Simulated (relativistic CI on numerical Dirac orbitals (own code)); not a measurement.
Radial parameters of Sn41+

Computed by Dirac-Coulomb-Breit CI, orbitals from a KLI potential per configuration, model QED (radiative potential, 1s self-energy scaled to tabulated hydrogen-like ionisation energies), unscaled Slater integrals (own radial code, finite nucleus).

Slater integrals F^k, G^k are unscaled and averaged over j, outside the closed core 1s2; ζ comes from projecting the Hamiltonian with its Breit term on Σ l·s of the shell.

- 2s2 2p5: ζ(2p) = 1.2779e+06 cm⁻¹; <r>(2p) = 0.1058, <r^2>(2p) = 0.0136 (bohr units).
- 2p6 3p: ζ(3p) = 347380 cm⁻¹; <r>(3p) = 0.2772, <r^2>(3p) = 0.08868 (bohr units).
- 2p6 3d: ζ(3d) = 49269 cm⁻¹; <r>(3d) = 0.2414, <r^2>(3d) = 0.06692 (bohr units).

Averages of the first 10 configurations, taken without configuration mixing, which lowers the lowest level and can move excited configurations by several eV; other configurations of the list can lie among them:

```csv
Configuration,Parity,States,Average energy above the lowest level (eV)
2s2 2p5,odd,6,79.8
2s 2p6,even,2,515.6
2p6 3s,even,2,4677.1
2p6 3p,odd,6,4792.7
2p6 3d,even,10,4915.1
2s2 2p4 3s,even,30,3816.0
2s2 2p4 3p,odd,90,3937.7
2s2 2p4 3d,even,150,4060.8
2s 2p5 3s,odd,24,4227.0
2s 2p5 3p,even,72,4345.7
```
